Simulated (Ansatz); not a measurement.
`CB(O)O`. Charge 0, multiplicity 1. Geometry: relaxed with PBE0-D4/def2-TZVP. It is one conformer, not always the lowest.

```xyz
9

C    -0.793    0.908    0.299
B     0.189   -0.249   -0.085
O     0.517   -1.172    0.873
O     0.696   -0.282   -1.357
H    -1.495    0.606    1.078
H    -0.220    1.753    0.696
H    -1.348    1.277   -0.565
H     1.141   -1.848    0.602
H     1.313   -0.993   -1.540
```

Problem. What is the dipole moment at r2SCAN/def2-TZVPP? (Best estimate.)

Solution. Computed: 2.21 D, with components (1.47, -1.57, -0.51) D in this frame, pointing from negative to positive charge.

Problem. And with PBE, B3LYP, ωB97M-V? (Estimate.)

Solution. The calculation gave: PBE 2.20 D, B3LYP 2.23 D, ωB97M-V 2.27 D.

Problem. Give the Mulliken charges with r2SCAN, B3LYP, PBE in def2-TZVPP. (An estimate is asked.)

Solution. Ansatz gave: 
| atom | r2SCAN | B3LYP | PBE |
| --- | --- | --- | --- |
| C1 | -0.30 | -0.36 | -0.40 |
| B2 | 0.39 | 0.33 | 0.28 |
| O3 | -0.33 | -0.30 | -0.27 |
| O4 | -0.33 | -0.30 | -0.27 |
| H5 | 0.07 | 0.10 | 0.11 |
| H6 | 0.07 | 0.09 | 0.10 |
| H7 | 0.07 | 0.10 | 0.11 |
| H8 | 0.18 | 0.17 | 0.17 |
| H9 | 0.18 | 0.17 | 0.17 |

B3LYP here is the variant with VWN-RPA as its local correlation; programs differ in this.
